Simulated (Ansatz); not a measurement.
A run for Ansatz (an electronic-structure program): U-CCSD(T)/cc-pV(D+d)Z on AlH5Si (SMILES [AlH2][SiH3]), a point of a bond scan (R = 3.167 Å). Files ending in .json are basis or fitting sets from the Basis Set Exchange.

Ansatz 0.2 input:
```yaml
crystal:
  periodic: [false, false, false]
  atoms:
    - {symbol: Al, position_ang: [0.03394872, -0.60450630, -1.15927772]}
    - {symbol: H, position_ang: [-2.61019086, -0.87017330, -2.88197836]}
    - {symbol: H, position_ang: [1.38583772, -1.18780901, -1.74138382]}
    - {symbol: Si, position_ang: [-0.02792387, 0.52763245, 1.02391416]}
    - {symbol: H, position_ang: [-0.03926723, 2.00388745, 0.82696529]}
    - {symbol: H, position_ang: [1.14506402, 0.20807389, 1.87836413]}
    - {symbol: H, position_ang: [-1.25391258, 0.18491499, 1.79249452]}
basis:
  gaussian:
    orbitals: cc-pV_D+d_Z.json
correlation: {method: ccsd_t, electrons: outside_noble_gas}
scf: {omitted_lower_state_checks: [cluster_reference]}
magnetization: {spin_polarized: true, initial_magnetization: 0}
```

The log:

```
WARN ansatz: RAYON_NUM_THREADS=1 ignored (pool sized by the plan → 1); use --threads N
Functional definition: HF
these checks for a lower state are left out or cut short: cluster_reference
integrals: 0.08 GiB planned
717 factors; integrals over basis functions are off by at most 1.2e-3 eV
mean field: 0.21 GiB planned
mean field evaluation 1: about -14517.9539 eV, gradient 1.1e1 eV
mean field evaluation 2: about -14517.9689 eV, gradient 1.1e1 eV
mean field evaluation 4: about -14519.8142 eV, gradient 1.2e0 eV
mean field evaluation 8: about -14519.8379 eV, gradient 9.8e-4 eV
mean field evaluation 16: about -14521.0633 eV, gradient 2.5e-4 eV
mean field evaluation 32: about -14518.3296 eV, gradient 4.2e0 eV
mean field -14521.06333626 eV, -533.6392348774 hartree, gradient 4.4e-6 eV, S^2 0.873036; 6 other end points of the search recorded, 0 dependent functions left out
10 core orbitals not correlated
reference -14521.06333626 eV, -533.6392348774 hartree; 6, 6 occupied and 55, 55 virtual orbitals, 717 factors
second order -4.22682072 eV of doubles, -0.00000000 eV of singles
coupled cluster: 0.23 GiB planned
cycle   1  -5.05367880 eV  change   -8.3e-1 eV  update   7.5e-2
cycle   2  -5.38015444 eV  change   -3.3e-1 eV  update   3.3e-2
cycle   3  -5.40534147 eV  change   -2.5e-2 eV  update   1.8e-2
cycle   4  -5.41560024 eV  change   -1.0e-2 eV  update   1.5e-2
cycle   5  -5.43790943 eV  change   -2.2e-2 eV  update   1.3e-2
cycle   6  -5.48112964 eV  change   -4.3e-2 eV  update   1.1e-2
cycle   7  -5.52960413 eV  change   -4.8e-2 eV  update   7.8e-3
cycle   8  -5.54914321 eV  change   -2.0e-2 eV  update   3.9e-3
cycle   9  -5.55295833 eV  change   -3.8e-3 eV  update   1.5e-3
cycle  10  -5.55472695 eV  change   -1.8e-3 eV  update   6.8e-4
cycle  11  -5.55491103 eV  change   -1.8e-4 eV  update   3.4e-4
cycle  12  -5.55494354 eV  change   -3.3e-5 eV  update   1.6e-4
cycle  13  -5.55498353 eV  change   -4.0e-5 eV  update   7.3e-5
cycle  14  -5.55490947 eV  change    7.4e-5 eV  update   3.7e-5
cycle  15  -5.55489061 eV  change    1.9e-5 eV  update   2.1e-5
cycle  16  -5.55489462 eV  change   -4.0e-6 eV  update   1.1e-5
coupled cluster: 0.23 GiB planned
perturbative correction -0.17803518 eV, -0.0065426723 hartree
Total energy: -14526.79626607 eV, -533.8499161618 hartree
Checks for a lower state left out: cluster_reference
```

The run converged. Its determinant has ⟨S²⟩ = 0.87, a mixture of spin states.

Cost: very roughly 5 core-seconds.
